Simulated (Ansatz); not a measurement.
Program: Ansatz. Geometries: PBE0-D4/def2-TZVP. ΔE: electronic, gas phase. CCSD(T)/CBS adds triple-zeta CCSD(T) − MP2 to the extrapolated MP2 energy (def2 sets, frozen cores). This one scheme is used for every species. DFT in def2-TZVPP. def2 core potentials past Kr. For In outer-core shells are correlated without core-valence functions, which leaves a few kJ/mol of doubt a bond. One conformer a species, not always the lowest.

Consider the cleavage of the Si–Si bond: `O[Si](O)(F)[SiH3]` + `[CH3][In]([NH2])[OH]` → `[CH3][In]([NH2])[O][SiH3]` + `O[SiH](O)F`.

`O[Si](O)(F)[SiH3]`:

Z-matrix (Å, degrees):
```
Si
O 1 1.625
F 1 1.602 2 111.0
O 1 1.637 2 107.7 3 -116.6
Si 1 2.332 2 108.3 3 118.5
H 2 0.960 1 118.4 3 79.1
H 4 0.959 1 118.1 2 157.2
H 5 1.488 1 109.1 2 -180.0
H 5 1.486 1 110.6 2 -60.2
H 5 1.486 1 109.9 2 60.8
```

`[CH3][In]([NH2])[OH]`:

Z-matrix (Å, degrees):
```
C
In 1 2.128
H 1 1.089 2 109.1
H 1 1.090 2 110.3 3 120.5
H 1 1.090 2 109.9 3 -119.6
N 2 2.021 1 130.5 3 -161.1
O 2 1.997 1 117.3 3 12.9
H 6 1.009 2 118.6 1 -162.7
H 6 1.009 2 119.4 1 -24.9
H 7 0.959 2 113.5 1 -176.6
```

`[CH3][In]([NH2])[O][SiH3]`:

Cartesian coordinates in Å:
```
C 2.019 -1.776 -0.550
In 0.487 -0.572 0.290
N -0.277 -0.224 2.112
O -0.355 0.720 -0.990
Si -1.527 1.833 -0.941
H 2.730 -1.126 -1.060
H 1.577 -2.452 -1.282
H 2.533 -2.354 0.216
H -1.157 0.270 2.151
H -0.250 -0.940 2.822
H -2.499 1.634 -2.054
H -2.305 1.773 0.339
H -0.976 3.215 -1.054
```

`O[SiH](O)F`:

```xyz
7

O     0.145   -1.288   -0.409
Si    0.275    0.250    0.112
O    -0.860    1.144   -0.620
F     0.090    0.243    1.697
H     0.507   -1.988    0.135
H     1.574    0.875   -0.165
H    -1.730    0.764   -0.751
```

```tsv
level	ΔE (eV)
revPBE-D4	-0.95
r2SCAN0-D4	-1.26
PBE	-0.96
CCSD/def2-TZVPP	-1.34
```

(1) What does CCSD(T)/CBS give? (Best estimate.)

Largest T1 diagnostic among the species: 0.015.

Results:

(1) Computed: -1.29 eV. The listed levels differ from it by 0.34, 0.03, 0.33, -0.05 eV.

Leaving LDA and LC-ωPBE aside and taking each functional with its dispersion term where it has one, the values, not all of them listed here, spread over 0.43 eV, from BHLYP-D4 to revPBE-D4. LDA lies −0.04 eV from PBE without D4. At CCSD(T), def2-SVP lies −0.03 eV from the extrapolated value and def2-TZVPP −0.02 eV. From BLYP to BHLYP (50 % exact exchange), in def2-TZVPP and without D4, ΔE moves by −0.25 eV.
